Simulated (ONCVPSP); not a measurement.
## LDA (Perdew-Zunger) ONCV dataset for nickel, fully relativistic all-electron reference.

```
Element                 : nickel
Generator               : ONCVPSP 4.0.1
Type                    : optimised norm-conserving Vanderbilt (ONCV)
Functional              : LDA (Perdew-Zunger)
Relativity              : fully relativistic
Frozen core             : [Ne] 3s2
Valence charge          : 16
Reference configuration : 3p6 3d8 4s2
Partial waves           : 4s: rc 2.40 bohr, ncon 4, nbas 9, qcut 3.1 1/bohr, 3 projectors, debl 2.7 Ha; 3p: rc 0.90 bohr, ncon 4, nbas 8, qcut 13.4 1/bohr, 2 projectors, debl 1 Ha; 3d: rc 1.20 bohr, ncon 4, nbas 9, qcut 10.8 1/bohr, 2 projectors, debl 1 Ha; f scattering state at 0.06 Ha: rc 2.50 bohr, ncon 4, nbas 8, qcut 5 1/bohr, 3 projectors, debl 1.3 Ha
Local potential         : polynomial inside 0.90 bohr (lpopt 5, dvloc0 0 Ha)
Core correction         : Teter function, fcfact 1.5, rcfact 1.05
```

Open shells are filled in proportion to 2j + 1.

In the p channel the program set the typed energies aside and used -2.591, 0.250 Ha (j = l + 1/2; the other j can differ).

- Cutoffs needed: 55 Ha and 144 Ha (the cutoffs (Ha) at which the residual kinetic energy of the hardest occupied pseudo-wave falls to 1 and 0.1 mHa per electron)
- Ghost test: no bound ghost flagged; GHOST(+) flagged for s at 40.2 eV
- Largest excitation error: -36 meV (all-electron minus pseudo) for 3p6 3d8 4s0, out of 4 test configurations
- rms error of d²Exc/dni dnj: 9.26 mHa without and 8.95 mHa with the model core
